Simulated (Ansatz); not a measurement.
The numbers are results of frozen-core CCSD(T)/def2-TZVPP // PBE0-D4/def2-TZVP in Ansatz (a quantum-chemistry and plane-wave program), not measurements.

Ansatz 0.2 input:
```yaml
crystal:
  periodic: [false, false, false]
  atoms:
    - { symbol: N, position_ang: [2.432679, 0.269047, -0.041557] }
    - { symbol: C, position_ang: [1.292971, 0.105726, -0.019909] }
    - { symbol: Si, position_ang: [-0.530213, -0.175171, 0.015861] }
    - { symbol: Cl, position_ang: [-1.456389, 1.633655, -0.079933] }
    - { symbol: H, position_ang: [-0.882549, -0.988221, -1.163073] }
    - { symbol: H, position_ang: [-0.856499, -0.845038, 1.288611] }
basis:
  gaussian: { orbitals: def2-TZVPP }
correlation:
  method: ccsd_t
```

Output:

```
Functional definition: HF
1041 factors; integrals over basis functions are off by at most 1.2e-3 eV
mean field evaluation 1: about -22909.4920 eV, gradient 3.2e1 eV
mean field evaluation 2: about -22909.7783 eV, gradient 3.2e1 eV
mean field evaluation 4: about -22912.6309 eV, gradient 4.1e0 eV
mean field evaluation 8: about -22912.7014 eV, gradient 2.6e-1 eV
mean field evaluation 16: about -22912.7020 eV, gradient 2.6e-6 eV
mean field -22912.70198671 eV, -842.0262672243 hartree, gradient 2.6e-6 eV, S^2 0.000000; 0 other end points of the search recorded, 0 dependent functions left out
12 core orbitals not correlated
reference -22912.70198671 eV, -842.0262672243 hartree; 11, 11 occupied and 151, 151 virtual orbitals, 1041 factors
second order -17.42876621 eV of doubles, -0.00000000 eV of singles
cycle   1  -17.61476763 eV  change   -1.9e-1 eV  update   1.0e-1
cycle   2  -18.15113930 eV  change   -5.4e-1 eV  update   3.2e-2
cycle   3  -18.26100440 eV  change   -1.1e-1 eV  update   1.4e-2
cycle   4  -18.25751859 eV  change    3.5e-3 eV  update   3.5e-3
cycle   5  -18.25988739 eV  change   -2.4e-3 eV  update   1.5e-3
cycle   6  -18.26056902 eV  change   -6.8e-4 eV  update   3.6e-4
cycle   7  -18.26064396 eV  change   -7.5e-5 eV  update   1.0e-4
cycle   8  -18.26071874 eV  change   -7.5e-5 eV  update   2.9e-5
cycle   9  -18.26073364 eV  change   -1.5e-5 eV  update   1.0e-5
perturbative correction -0.86779928 eV, -0.0318910353 hartree
Total energy: -22931.83051963 eV, -842.7292278434 hartree
```

Cost: around 21 core-seconds (rough).
